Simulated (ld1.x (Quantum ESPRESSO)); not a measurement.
# Which change was made? (Mg, TM)

ld1.x (Quantum ESPRESSO) 7.5 input, shortened:

```
&input
   title='Mg', zed=12., rel=2, dft='BP', iswitch=3,
   config='[Ne] 3s0 3p0', rel_dist='average'
 /
 &inputp
   pseudotype=2, tm=.true., lloc=0,
   nlcc=.false.
 /
2
2P  2  1   6.00   0.00  1.25  1.25  0.0
2S  1  0   2.00   0.00  0.65  0.65  0.0
 &test
   configts(1)='2s2 2p6 3s0 3p0'
 /
```

Open shells are filled in proportion to 2j + 1 (rel_dist='average').

Cutoffs, loose and tight: the cutoffs (Ry, on a coarse ladder) from which the occupation-weighted sum of valence levels, in a spherical-Bessel basis at the reference potential, stays within 10 and 1 mRy of its value at 400 Ry. They do not see the model core or the augmentation charge, which bear on the density cutoff. Test errors are all-electron minus pseudo excitation energies from the reference, over the configurations 2s2 2p6 3s2 3p0; 2s2 2p6 3s1 3p0; 2s2 2p6 3s1.5 3p0; 2s2 2p5 3s2 3p0; 2s2 2p6 3s1 3p1; 2s1 2p6 3s2 3p0; 2s2 2p6 3s0 3p2; variants that change the core or the reference have their own tests.

The base gives: outcome: generated; cutoff, loose: 260 Ry; cutoff, tight: over 300 Ry; bound ghosts: none; largest test error (meV): +350.

After one change the result is: outcome: generated; cutoff, loose: 160 Ry; cutoff, tight: 300 Ry; bound ghosts: none; largest test error (meV): +710. Which change was it?
A. all radii scaled by about 1.17 (s 0.76, p 1.46 bohr)
B. all radii scaled by about 0.85 (s 0.56, p 1.06 bohr)
C. all radii scaled by about 1.36 (s 0.88, p 1.70 bohr)

A. The others give: all radii scaled by about 0.85 (s 0.56, p 1.06 bohr) → outcome: generated; cutoff, loose: over 300 Ry; cutoff, tight: over 300 Ry; bound ghosts: none; largest test error (meV): +177 | all radii scaled by about 1.36 (s 0.88, p 1.70 bohr) → outcome: generated; cutoff, loose: 110 Ry; cutoff, tight: 200 Ry; bound ghosts: none; largest test error (meV): +1234.
